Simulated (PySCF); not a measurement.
Worked example: chemical shift, span and skew from a shielding tensor

Si(Me)(SH) (CH4SSi), SMILES [Si](S)C (connectivity only; charge and spin as stated), neutral, multiplicity 1. Atoms are numbered in the order given.

```xyz
7

Si     0.6723    -0.5643     0.3817
C      1.3929     1.1477    -0.0086
H      1.1239     1.8115     0.8239
H      1.0105     1.6012    -0.9264
H      2.4842     1.1114    -0.0516
S     -1.2852    -0.1368    -0.3208
H     -1.8252    -1.3212    -0.0040
```

Geometry optimised at ωB97X-D3(BJ)/def2-TZVP. One conformer was computed; it need not be the lowest.

GIAO shieldings from KT2/pcSseg-2 run with PySCF, non-relativistic, no solvent. The symmetric part of the tensor of Si1 has the principal values -792.6, 5.0, 377.5 ppm. The same nucleus in TMS has σ = 351.7 ppm at this level (PySCF, at its B3LYP-D3(BJ)/def2-TZVP geometry).

Problem. Work out the isotropic shielding, the ²⁹Si shift against TMS, the span and the skew.

Solution. 
σ(iso) = (σ11 + σ22 + σ33)/3 = -136.7 ppm. δ = σ(ref) − σ(iso) = 351.7 − (-136.7) = 488.4 ppm.
Span Ω = σ33 − σ11 = 1170.1 ppm. Skew κ = 3(σ(iso) − σ22)/Ω = -0.36. Tumbling in solution averages the tensor to δ; in a static solid the shielding alone would spread this spin-1/2 line over Ω.
